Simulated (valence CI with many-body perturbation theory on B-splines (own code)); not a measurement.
# E1 line list for Tc III

Calculated by relativistic CI+MBPT: five valence electrons over a frozen Dirac-Fock core [Kr], a basis of 7 s, 7 p, 8 d, 6 f, 4 g, 1 h functions for each j, with the one-electron correlation potential Σ1 (screened to all orders), the two-electron term Σ2, the three-electron term Σ3, Breit, model QED; selected single and double excitations, second order for the rest, scaled by the run's own slope (own B-spline code, finite nucleus).

No measured levels were compared; by estimate terms of the open shell hold to 2 to 4 % of their energy, and close levels can change places; different configurations can be misplaced against each other by 1,000 to 8,000 cm⁻¹. Among the levels kept, up to 2700 cm⁻¹ of a level comes from second order outside the variational space, and about a tenth of that is noise between levels of different J, which matters for small intervals.

Lines 1 to 50 of 560 in falling wavelength, among levels below 14.681 eV, chosen from the strongest by gf and those to the six lowest levels. Wavelengths and rates use the calculated energies, so an error of 2000 cm⁻¹ moves a line at 310.8 nm by 6.2 % and its rate by three times that or more. Electric multipoles are in the length gauge, E1 and E2 with the static RPA response of the core. Weak lines are less certain than strong ones. Lines between different terms over intervals too small for the method are left out, as are lines whose strength nearly cancels. Where a level lies close to another of its J and parity, the split of strength between their lines is uncertain. The highest levels of a list are the least certain.

Names give the largest LS component (configuration and term), which can be under half, so a name can repeat, a term be missing and a line seem to break the LS rules; names also repeat where a configuration has a term twice. Letters in brackets count levels of one name in rising energy.

```csv
λ vac (nm),Upper,Lower,A (s⁻¹),S (a.u.) with core polarisation,S without
310.8,4d4.5p 2F°_7/2 [a],4d4.5s 2D_5/2 [b],2.17e+07,2.57e+00,2.86e+00
300.6,4d4.5p 4P°_3/2 [a],4d4.5s 4D_5/2 [a],3.44e+07,1.85e+00,2.04e+00
296.5,4d4.5p 2G°_7/2 [a],4d4.5s 2F_5/2 [a],1.93e+07,1.98e+00,2.20e+00
287.2,4d4.5p 6D°_5/2,4d4.5s 4D_7/2 [a],2.90e+07,2.03e+00,2.25e+00
286.1,4d4.5p 2G°_9/2 [a],4d4.5s 2F_7/2 [a],2.08e+07,2.40e+00,2.67e+00
281.8,4d4.5p 4H°_13/2 [a],4d4.5s 2H_11/2,1.23e+07,1.91e+00,2.12e+00
279.7,4d4.5p 2D°_3/2 [a],4d4.5s 2F_5/2 [a],6.98e+07,3.02e+00,3.35e+00
275.0,4d4.5p 4P°_5/2 [a],4d4.5s 4D_7/2 [a],8.70e+07,5.36e+00,5.92e+00
274.8,4d4.5p 6D°_9/2,4d4.5s 4D_7/2 [a],3.85e+07,3.94e+00,4.34e+00
274.5,4d4.5p 2D°_5/2 [a],4d4.5s 2G_7/2 [a],3.33e+07,2.04e+00,2.27e+00
274.0,4d4.5p 2F°_7/2 [a],4d4.5s 2G_9/2 [b],3.48e+07,2.83e+00,3.16e+00
272.8,4d4.5p 4H°_11/2 [b],4d4.5s 2G_9/2 [b],2.28e+07,2.74e+00,3.05e+00
272.8,4d4.5p 4G°_9/2 [a],4d4.5s 2F_7/2 [a],2.01e+07,2.01e+00,2.23e+00
272.5,4d4.5p 4I°_9/2,4d4.5s 2H_9/2,1.79e+07,1.79e+00,1.99e+00
272.4,4d4.5p 6D°_3/2,4d4.5s 4D_5/2 [a],4.38e+07,1.75e+00,1.93e+00
272.0,4d4.5p 2G°_9/2 [a],4d4.5s 2H_11/2,2.97e+07,2.95e+00,3.28e+00
270.7,4d4.5p 2G°_7/2 [a],4d4.5s 2H_9/2,5.99e+07,4.69e+00,5.21e+00
270.6,4d4.5p 2F°_5/2 [a],4d4.5s 2G_7/2 [a],4.21e+07,2.47e+00,2.75e+00
270.0,4d4.5p 2H°_9/2 [a],4d4.5s 2G_7/2 [a],3.87e+07,3.76e+00,4.18e+00
267.5,4d4.5p 4H°_7/2 [a],4d4.5s 4G_5/2,2.21e+07,1.67e+00,1.88e+00
266.9,4d4.5p 4H°_11/2 [a],4d4.5s 4G_9/2,1.59e+07,1.79e+00,2.01e+00
266.8,4d4.5p 4G°_5/2 [b],4d4.5s 2F_7/2 [a],5.22e+07,2.93e+00,3.25e+00
264.8,4d4.5p 4F°_9/2 [b],4d4.5s 2G_7/2 [a],1.83e+07,1.68e+00,1.86e+00
264.7,4d4.5p 2I°_13/2 [a],4d4.5s 2I_13/2,2.92e+07,3.74e+00,4.20e+00
262.2,4d4.5p 4G°_7/2 [a],4d4.5s 2H_9/2,2.77e+07,1.97e+00,2.19e+00
261.7,4d4.5p 2H°_11/2 [b],4d4.5s 2G_9/2 [b],3.46e+07,3.68e+00,4.08e+00
261.6,4d4.5p 4F°_3/2 [c],4d4.5s 2P_3/2 [a],4.74e+07,1.67e+00,1.85e+00
260.7,4d4.5p 4H°_13/2 [a],4d4.5s 4G_11/2,1.65e+07,2.02e+00,2.28e+00
260.2,4d4.5p 4F°_5/2 [a],4d4.5s 4D_5/2 [a],4.74e+07,2.47e+00,2.72e+00
259.9,4d4.5p 4G°_9/2 [a],4d4.5s 2H_11/2,3.92e+07,3.40e+00,3.77e+00
258.2,4d4.5p 4F°_3/2 [a],4d4.5s 4D_3/2 [a],5.80e+07,1.97e+00,2.16e+00
257.9,4d4.5p 2P°_3/2 [b],4d4.5s 2D_5/2 [b],5.93e+07,2.01e+00,2.21e+00
257.2,4d4.5p 4D°_7/2 [c],4d4.5s 2G_9/2 [a],2.49e+07,1.67e+00,1.86e+00
256.2,4d4.5p 4H°_7/2 [a],4d4.5s 4F_5/2 [a],2.85e+07,1.89e+00,2.12e+00
255.9,4d4.5p 4F°_7/2 [a],4d4.5s 4D_5/2 [a],1.70e+08,1.12e+01,1.23e+01
255.9,4d4.5p 4F°_9/2 [a],4d4.5s 4D_7/2 [a],1.58e+08,1.31e+01,1.44e+01
255.8,4d4.5p 2H°_11/2 [a],4d4.5s 2G_9/2 [a],1.84e+07,1.83e+00,2.03e+00
255.0,4d4.5p 4F°_5/2 [a],4d4.5s 4D_3/2 [a],1.57e+08,7.70e+00,8.45e+00
254.9,4d4.5p 4H°_9/2 [a],4d4.5s 4F_7/2 [a],2.12e+07,1.74e+00,1.94e+00
254.7,4d4.5p 4D°_7/2 [b],4d4.5s 2H_9/2,2.16e+07,1.41e+00,1.57e+00
254.5,4d4.5p 4F°_3/2 [a],4d4.5s 4D_1/2 [a],1.57e+08,5.11e+00,5.60e+00
253.8,4d4.5p 2H°_11/2 [b],4d4.5s 2G_9/2 [a],4.77e+07,4.62e+00,5.09e+00
252.9,4d4.5p 2P°_3/2 [b],4d4.5s 2D_5/2 [a],6.89e+07,2.20e+00,2.43e+00
252.8,4d4.5p 2G°_7/2 [b],4d4.5s 2G_9/2 [a],3.97e+07,2.53e+00,2.81e+00
250.4,4d4.5p 2F°_7/2 [a],4d4.5s 2F_7/2 [a],4.32e+07,2.68e+00,2.96e+00
249.3,4d4.5p 2P°_3/2 [a],4d4.5s 2P_1/2 [a],4.50e+07,1.38e+00,1.52e+00
249.2,4d4.5p 2I°_13/2 [a],4d4.5s 2H_11/2,1.46e+08,1.56e+01,1.72e+01
249.2,4d4.5p 4G°_7/2 [c],4d4.5s 2G_9/2 [a],3.61e+07,2.20e+00,2.44e+00
248.8,4d4.5p 2H°_9/2 [b],4d4.5s 2G_7/2 [a],6.99e+07,5.31e+00,5.86e+00
248.1,4d4.5p 4I°_11/2,4d4.5s 4G_9/2,2.11e+07,1.91e+00,2.14e+00
```
